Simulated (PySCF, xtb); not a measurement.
C₃H₉As, SMILES C[As](C)C.

GFN2-xTB (xtb) at its own geometry gives an orbital gap of 7.02 eV and a dipole moment of 1.76 D.

The structure is a stationary point at PBE0-D3(BJ)/def2-SVP.

**Question.** What does PySCF with M06-2X/def2-TZVP give? (Estimate from the structure and the level; the computed values follow.)

**Answer.** gap 9.31 eV (levels -7.54 and 1.76 eV), dipole 0.93 D.
